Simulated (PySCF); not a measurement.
# Polarisability and C₆ of Rb⁻ (rubidium, charge -1)

[Kr] 5s2, closed-shell 1S. Calculation: PySCF 2.14, in aug-cc-pVTZ-X2C; scalar relativity by spin-free X2C-1e. Coupled (time-dependent) response in atomic units; α is the mean over directions.

```
method  mean α (bohr³)  C₆ (like pair)    S(−4)
   UHF            2377          105900  4786000
```

S(−4) is the Cauchy moment in α(ω) = α(0) + S(−4) ω² + …

α(iu) at UHF:

```tsv
u (hartree)	α(iu) (bohr³)
0	2377
0.0500	536.3
0.100	185.3
0.200	57.24
0.300	29.99
0.500	14.60
0.750	8.596
1.00	5.811
1.50	3.150
2.00	1.945
3.00	0.9358
5.00	0.3534
```

A single London oscillator, α(iu) = α/(1 + u²/ω²), gives C₆ = (3/4) ω α². Matching the computed C₆ needs ω = 4 × 105900 / (3 × 2377²) = 0.0250 hartree.

For an ion, C₆ is the dispersion term alone; charge-induced terms of lower order in 1/R come first.

The outer electron is barely bound at this level, so radii and moments hang on the diffuse functions.
